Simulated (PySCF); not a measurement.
## `FC(F)C[SiH]([SiH3])[SiH3]`: 4 charge schemes on one density

Species: C2H10F2Si3.
Z-matrix (Å and degrees, GFN2-xTB geometry), rows numbered from 1:
```
F 
C   1  1.3620
F   2  1.3620  1  105.27
C   2  1.5037  1  111.25  3   120.66
Si  4  1.9357  2  112.19  1   -58.37
Si  5  2.3277  4  108.89  2   -65.48
Si  5  2.3279  4  108.94  2    65.85
H   2  1.1027  1  106.86  3  -113.40
H   4  1.0893  2  107.56  1   179.35
H   4  1.0893  2  107.54  1    63.92
H   5  1.4830  4   99.01  2  -179.86
H   6  1.4673  5  109.28  4  -152.00
H   6  1.4630  5  111.89  4    89.87
H   6  1.4658  5  114.21  4   -32.50
H   7  1.4672  5  109.45  4   151.96
H   7  1.4629  5  111.95  4   -89.70
H   7  1.4656  5  114.21  4    32.41
```

Density: PBE0/pcSseg-1 (PySCF); schemes: Mulliken, IAO, Hirshfeld and ESP-fitted. One conformer (not necessarily the lowest) at the GFN2-xTB geometry, without solvent, vibrations or thermal averaging.

Task: Atoms with like bonding are taken together and averaged. For which atoms does the sign change between the 4 schemes (beyond +0.03 e in one, beyond −0.03 e in another)?

Result: For none.

Task: Do the Mulliken, IAO, Hirshfeld and ESP-fitted schemes agree on where the charge is highest?

Result: The schemes don't all agree: Mulliken C2 (+0.497); IAO C2 (+0.448); Hirshfeld Si6/Si7 (+0.205); ESP-fitted C2 (+0.386).

Task: Tabulate the Mulliken, IAO, Hirshfeld and ESP-fitted charges.

Result: In e; atoms taken as equivalent share a row and are averaged (×n: the atom named and its like, n in all):

```
    atom                  environment  Mulliken     IAO  Hirshfeld  ESP-fitted
   F1/F3      fluorine of a CF2 group    -0.303  -0.309     -0.092      -0.221
      C2                  CHF2 carbon    +0.497  +0.448     +0.147      +0.386
      C4  sp3 carbon bound to silicon    -0.549  -0.544     -0.175      -0.466
     Si5                  SiH silicon    +0.042  +0.291     +0.177      +0.245
 Si6/Si7                 SiH3 silicon    +0.267  +0.308     +0.205      +0.189
      H8             methine hydrogen    +0.104  +0.144     +0.049      +0.074
  H9/H10           methylene hydrogen    +0.165  +0.165     +0.050      +0.152
     H11                Si–H hydrogen    -0.007  -0.090     -0.079      -0.095
H12 (×6)                Si–H hydrogen    -0.057  -0.096     -0.074      -0.064
```

Mean size of the charges over all atoms: IAO 0.215 e, Mulliken 0.177 e, ESP-fitted 0.163 e, Hirshfeld 0.104 e. Each set sums to the total charge, 0, to within 0.001 e. The ESP scheme fits charges at the nuclei, held to the total charge, to the electrostatic potential on points at 1.4 to 2.0 times the van der Waals radii. The Hirshfeld scheme weights the molecular density at each point by an atom's share of the summed free-atom densities.

Some averages cover members that differ in this geometry: H12 (×6), ESP-fitted -0.086 to -0.050 e.

Task: How closely do the schemes follow one another over all atoms?

Result: Correlation coefficient and root-mean-square difference: IAO with ESP-fitted 0.99, 0.063 e; Mulliken with IAO 0.96, 0.071 e; Mulliken with ESP-fitted 0.96, 0.075 e; IAO with Hirshfeld 0.93, 0.152 e; Hirshfeld with ESP-fitted 0.89, 0.109 e; Mulliken with Hirshfeld 0.83, 0.156 e.

Task: Sum the charges by element.

Result: 
```
element  atoms  Mulliken     IAO  Hirshfeld  ESP-fitted
      F      2    -0.607  -0.618     -0.183      -0.442
      C      2    -0.052  -0.096     -0.028      -0.081
     Si      3    +0.575  +0.906     +0.587      +0.622
      H     10    +0.083  -0.192     -0.376      -0.100
```
